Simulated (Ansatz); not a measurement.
`F[Si@H]1S[C@@H]1[GeH3]` → C• + F• + Ge• + 5 H• + S• + Si•  (atomization)

Gas-phase electronic energies from Ansatz, PBE0-D4/def2-TZVP geometries. CCSD(T)/CBS is the MP2 limit (def2-TZVPP, def2-QZVPP) plus CCSD(T) − MP2 in def2-TZVPP, frozen cores. This one scheme is used for every species, atoms too. DFT in def2-TZVPP. Open shells (•) are unrestricted, without spin–orbit coupling. Spin–orbit coupling would lower the free atoms: a little for C, F, S, Si; clearly for Ge. Bonds to Ge are less sure, by a few kJ/mol each and by 10 to 20 or more in all where they break to atoms, as the def2 sets lack core-valence functions. Scalar relativity is left out up to krypton.

```
                 species  PBE-D4 energy (Eh)
`F[Si@H]1S[C@@H]1[GeH3]`         -2905.00819
                      C•           -37.79597
                      F•           -99.66912
                     Ge•         -2076.60177
                      H•            -0.49962
                      S•          -397.93837
                     Si•          -289.22289
```

(1) Work out ΔE.

Largest T1 diagnostic among the species: 0.012.

Results:

(1) ΔE = 5 × (-0.49962) + (-37.79597) + (-99.66912) + (-2076.60177) + (-397.93837) + (-289.22289) − (-2905.00819) = 1.28197 Eh = +3365.8 kJ/mol. CCSD(T)/CBS gives +3348.9 kJ/mol.

In def2-TZVPP, CCSD(T) changes the Hartree–Fock value by +859.8 kJ/mol (the triples alone add +58.1 kJ/mol) and MP2 by +917.0 kJ/mol; breaking electron pairs costs correlation energy, which Hartree–Fock lacks. The D4 term adds +45.2 kJ/mol with B3LYP and +23.5 kJ/mol with PBE0; it sums over pairs of atoms, weighted by their polarisabilities, and B3LYP, whose exchange is more repulsive, gets the larger term.

B3LYP here is the variant with VWN-RPA as its local correlation; programs differ in this.

For atomizations the MP2-based limit and the directly extrapolated one differ by several kJ/mol either way, and by 10 to 25 for some Ge, Se and Sn compounds, so smaller differences from it don't rank the levels.
